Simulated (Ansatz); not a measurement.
`[SiH3][SnH2][SH]` + `FC[SiH2][SiH3]` → `F[CH2][SnH2][SiH3]` + `[SiH3][SiH2]S`  (redistribution)

Calculated with Ansatz (gas phase, PBE0-D4/def2-TZVP geometries, no zero-point term in ΔE). CCSD(T)/CBS is the MP2 limit (def2-TZVPP, def2-QZVPP) plus CCSD(T) − MP2 in def2-TZVPP, frozen cores. Functionals use def2-TZVPP. Elements past krypton have def2 core potentials. For Sn outer-core shells are correlated without core-valence functions, which leaves a few kJ/mol of doubt a bond. One conformer a species, not always the lowest.

```tsv
species	B2PLYP energy (Eh)
`[SiH3][SnH2][SH]`	-905.15725
`FC[SiH2][SiH3]`	-720.86066
`F[CH2][SnH2][SiH3]`	-645.55476
`[SiH3][SiH2]S`	-980.45499
```

Q: Work out ΔE.

A: ΔE = (-645.55476) + (-980.45499) − (-905.15725) − (-720.86066) = 0.00816 Eh = +21.4 kJ/mol. CCSD(T)/CBS gives +19.8 kJ/mol.

Largest T1 diagnostic among the species: 0.013.

In def2-TZVPP, CCSD(T) changes the Hartree–Fock value by −11.5 kJ/mol (the triples alone add −1.2 kJ/mol) and MP2 by −12.5 kJ/mol.
